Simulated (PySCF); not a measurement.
C₅H₉B.
SMILES: `BC(=C)C(=C)C`

Torsions of this conformer, `[BH2:1][C:2](=[CH2:3])[C:4](=[CH2:5])[CH3:6]`: B1–C2–C4–C5 -32°.

The closed-shell ground state was solved at several levels (PySCF, density fitting, gas phase, non-relativistic). Geometry: GFN2-xTB, one conformer, isolated molecule.

```tsv
level	basis functions	total energy (Eh)	HOMO (eV)	LUMO (eV)	gap (eV)	dipole (D)
B3LYP/pcJ-1	252	-220.7588	-6.75	-2.17	4.58	1.26
CAM-B3LYP/def2-SVPD	192	-220.4397	-8.22	-0.89	7.33	1.20
```

Problem. What might PBE0/pcSseg-1 (147 basis functions) give for the same quantities?

Solution. Total energy -220.4196 Eh, HOMO -6.97 eV, LUMO -1.98 eV, gap 4.99 eV, dipole 1.26 D.

Problem. Over all these levels, which gives the widest orbital gap and which the narrowest?

Solution. CAM-B3LYP/def2-SVPD (range-separated hybrid) has the widest, 7.33 eV, and B3LYP/pcJ-1 (global hybrid, 20 % exact exchange) the narrowest, 4.58 eV. Functional and basis both differ between the two, so the spread mixes both effects.

Problem. How far do the dipole and the HOMO energy spread over the levels?

Solution. The dipole runs from 1.20 to 1.26 D (mean 1.24 D) and the HOMO from -8.22 to -6.75 eV.
